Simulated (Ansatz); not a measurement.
H2MgO (SMILES [OH][MgH]) moved off its minimum; all values from Ansatz (a quantum-chemistry and plane-wave program), cores frozen in correlated methods.
(charge 0, multiplicity 1)
```xyz
4

Mg     0.0953     0.0886    -0.8030
H     -0.1564    -0.0491    -2.2907
O     -0.0640    -0.0178     1.0050
H      0.0318    -0.2125     1.8447
```

| level | largest force (eV/Å) | on atom | rms difference from CCSD(T)/def2-TZVPPD (eV/Å) | dipole (D) |
|---|---|---|---|---|
| HF/def2-TZVPP | 6.24 | O3 | 0.390 | 1.43 |
| PBE/def2-TZVPP | 7.28 | O3 | 0.187 | 1.18 |
| r2SCAN/def2-TZVPP | 7.04 | O3 | 0.086 | 1.26 |
| B3LYP/def2-TZVPP | 7.03 | O3 | 0.080 | 1.24 |
| wB97M-V/def2-TZVPP | 6.97 | O3 | 0.079 | 1.27 |
| MP2/def2-TZVPPD | 6.84 | O3 | 0.038 | 1.34 |
| CCSD(T)/def2-TZVPPD | 6.83 | O3 | 0.000 | 1.32 |

The differences count from one level among others, with limits of its own. Forces at CCSD(T)/def2-TZVPPD (eV/Å):

| atom | Fx | Fy | Fz |
|---|---|---|---|
| Mg1 | 0.083 | -0.011 | 3.137 |
| H2 | -0.258 | -0.111 | -2.450 |
| O3 | -0.534 | 1.476 | -6.649 |
| H4 | 0.709 | -1.353 | 5.962 |
